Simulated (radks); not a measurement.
Spherical quantum dot in the effective-mass picture: electrons in a well V = -V0 / (1 + exp((r - R)/a)) with V0 = 21.8, R = 2.99, a = 0.18, all in effective atomic units (hartree* = m*/eps^2 hartree, bohr* = eps/m* bohr), one dielectric constant everywhere. Method: non-relativistic Kohn-Sham, PBE, spin-polarised, spherical densities; computed with a radial shooting solver with Libxc functionals. Levels are named by radial order and angular momentum (1s, 1p, 1d, 2s, ...), and open shells are averaged over m.

N = 21, configuration 1s2 1p6 1d10 1f(up 3, down 0). This is the lowest configuration that the search found. Occupied and some empty levels:

level,occupation,eigenvalue (hartree*),<r> (bohr*)
1s up,1,-11.722,1.855
1s down,1,-11.681,1.843
1p up,3,-11.365,1.971
1p down,3,-11.318,1.964
1d up,5,-10.787,2.064
1d down,5,-10.736,2.060
1f up,3,-10.024,2.141
1f down,0,-9.9694,2.138
2s up,0,-9.7945,1.389
2s down,0,-9.7777,1.392
1g up,0,-9.0955,2.207
1g down,0,-9.0387,2.205
2p up,0,-8.8017,1.616
2p down,0,-8.7792,1.616
2d up,0,-7.6563,1.772
2d down,0,-7.6288,1.772

Energy (hartree*): total -325.293, kinetic 31.423, external -444.78, Hartree 99.628, exchange-correlation -11.561.
